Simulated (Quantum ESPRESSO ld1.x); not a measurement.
Species: the gallium ion Ga3+. Configuration: [Ne] 3s2 3p5.75 3d10 4d0.25 (fractional occupations, a model configuration). All-electron calculation, Dirac Kohn-Sham, revPBE, spin-unpolarised, spherical densities, point nucleus; open shells fill j = l - 1/2 first. Program: ld1.x of Quantum ESPRESSO 7.5.

Spin-orbit splittings of the eigenvalues, e(l+1/2) - e(l-1/2), with zeta = 2 splitting/(2l+1) and mean radii in bohr:

\begin{tabular}{lrrrrr}
shell & occ. & splitting (eV) & zeta (eV) & <r> j=l-1/2 & <r> j=l+1/2 \\ \hline
2p & 6 & 27.67 & 18.45 & 0.1883 & 0.1918 \\
3p & 5.75 & 3.638 & 2.426 & 0.6695 & 0.6799 \\
3d & 10 & 0.4801 & 0.1921 & 0.7723 & 0.7773 \\
4d & 0.25 & 0.03190 & 0.01276 & 3.285 & 3.292 \\
\end{tabular}
